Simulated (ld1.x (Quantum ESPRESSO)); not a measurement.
hydrogen (H) PAW: all-electron and pseudo phase curves

H (Z = 1), PAW, made with ld1.x (Quantum ESPRESSO) 7.5 (PBE, scalar-relativistic). Core none, reference 1s1. Waves: 1s (bound): rcut 0.95, rcutus 1.20 bohr; 1s channel at -0.05 Ry: rcut 0.95, rcutus 1.20 bohr; 2p channel at -0.05 Ry: rcut 0.95, rcutus 1.15 bohr. Local part: all-electron potential smoothed inside 1.15 bohr (lloc = -1). Core correction: none. Augmentation charge: BG, radius 1.10 bohr.

The phase is arctan(r·u′/u) with u = r·R(r), unwrapped; energies in Ry, scanned from -2 to 5 Ry. A pole is an energy at which the radial function vanishes at the test radius. The pseudo phase is shifted by a multiple of π to meet the all-electron one at the reference energy, and phase errors are pseudo minus all-electron; the curves can meet again beyond the range given. Levels narrower than the energy grid can be missing from the lists of poles.

```csv
channel,radius (bohr),reference energy (Ry),"poles, all-electron","poles, pseudo",unbroken range about the reference energy with phases within 0.05 rad,phase error 1 Ry above the reference energy (rad)
s,1.29,-0.48,2.48,2.48,the whole range,-0.000
p,1.29,-0.05,none,none,the whole range,+0.000
```

Phases in the s channel:

| E (Ry) | all-electron | pseudo |
| --- | --- | --- |
| -2.00 | 0.821 | 0.821 |
| -1.52 | 0.639 | 0.639 |
| -1.04 | 0.336 | 0.336 |
| -0.56 | -0.135 | -0.135 |
| -0.08 | -0.651 | -0.651 |
| 0.40 | -1.019 | -1.019 |
| 0.88 | -1.242 | -1.242 |
| 1.36 | -1.383 | -1.383 |
| 1.84 | -1.479 | -1.479 |
| 2.32 | -1.551 | -1.551 |
| 2.80 | -1.607 | -1.607 |
| 3.28 | -1.656 | -1.656 |
| 3.76 | -1.700 | -1.699 |
| 4.24 | -1.741 | -1.740 |
| 4.72 | -1.782 | -1.782 |
